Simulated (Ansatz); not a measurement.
Reaction (ligand exchange at the Hf–Se bond): `[F][Hf]([SeH])([SeH])[SeH]` + H–F → `[F][Hf]([F])([SeH])[SeH]` + H₂Se

Program: Ansatz. Geometries: PBE0-D4/def2-TZVP. ΔE: electronic, gas phase. CCSD(T)/CBS is the MP2 limit (def2-TZVPP, def2-QZVPP) plus CCSD(T) − MP2 in def2-TZVPP, frozen cores. This one scheme is used for every species. DFT in def2-TZVPP. def2 core potentials past Kr. For Hf, Se outer-core shells are correlated without core-valence functions, which leaves a few kJ/mol of doubt a bond. Scalar relativity is left out up to krypton. One conformer a species, not always the lowest.

Task: Is it downhill or uphill in electronic energy at CCSD(T)/CBS, and by how much? (Best estimate.)

Result: Ansatz gave: Downhill: ΔE = -71.5 kJ/mol.

Task: What do these levels give: ωB97M-V, r2SCAN, PBE0, HF/def2-TZVPP, SCS-MP2/def2-TZVPP, CCSD(T)/def2-TZVPP? (Estimate.)

Result: The calculation gave: ωB97M-V -89.0, r2SCAN -89.9, PBE0 -82.3, HF/def2-TZVPP -99.8, SCS-MP2/def2-TZVPP -75.8, CCSD(T)/def2-TZVPP -75.4 kJ/mol.

Largest T1 diagnostic among the species: 0.014.

The D4 term adds +10.3 kJ/mol with B3LYP and +5.9 kJ/mol with PBE0; it sums over pairs of atoms, weighted by their polarisabilities, and B3LYP, whose exchange is more repulsive, gets the larger term. In def2-TZVPP, CCSD(T) changes the Hartree–Fock value by +24.4 kJ/mol (the triples alone add +5.2 kJ/mol) and MP2 by +36.3 kJ/mol.

B3LYP here is the variant with VWN-RPA as its local correlation; programs differ in this.
